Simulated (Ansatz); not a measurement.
Relaxation of CH4LiNSi (8 atoms, charge 0, multiplicity 1), to a largest force component of 0.015 eV/Å in at most 40 steps.

Level of theory: RKS PBE/def2-SVP (Ansatz).

```xyz
8
Properties=species:S:1:pos:R:3:forces:R:3
Li -1.273 2.440 0.097 -0.22 0.23 0.08
N -0.218 1.266 -0.601 -0.74 -0.68 0.33
C -0.320 0.190 0.267 1.36 1.22 -0.44
Si 0.686 -1.270 0.274 -0.95 -0.47 -0.16
H 0.395 1.003 -1.364 0.46 0.13 -0.47
H -0.951 0.393 1.144 -0.59 -0.19 0.46
H 0.776 -2.061 1.491 -0.01 -0.38 0.75
H 1.871 -1.293 -0.566 0.71 0.13 -0.55
```

Problem. Where does it end, and by what steps?

Solution. The forces met the threshold. After 14 steps the energy has fallen by 0.480 eV; Li1 moved furthest, 0.44 Å. Joined: Li1–H6.

| step | energy less start (eV) | largest force component (eV/Å) | accepted |
| --- | --- | --- | --- |
| 0 | 0.0000 | 1.358 | yes |
| 1 | -0.1686 | 1.125 | yes |
| 2 | -0.3679 | 1.312 | yes |
| 3 | -0.4131 | 0.844 | yes |
| 4 | -0.4343 | 0.644 | yes |
| 5 | -0.4483 | 0.173 | yes |
| 6 | -0.4539 | 0.214 | yes |
| 7 | -0.4658 | 0.359 | yes |
| 8 | -0.4702 | 0.364 | yes |
| 9 | -0.4461 | 0.560 | no |
| 10 | -0.4782 | 0.107 | yes |
| 11 | -0.4788 | 0.111 | yes |
| 12 | -0.4797 | 0.053 | yes |
| 13 | -0.4800 | 0.022 | yes |
| 14 | -0.4800 | 0.008 | yes |

```xyz
8
Properties=species:S:1:pos:R:3
Li -1.431 2.069 0.274
N -0.109 1.323 -0.623
C -0.135 0.280 0.212
Si 0.423 -1.493 0.133
H 0.548 1.183 -1.400
H -0.851 0.432 1.092
H 0.738 -1.746 1.603
H 1.785 -1.379 -0.549
```

Run time: 31 s on 1 thread of Intel(R) Xeon(R) Platinum 8488C (Sapphire Rapids), on a shared host, peak memory 0.16 GiB.
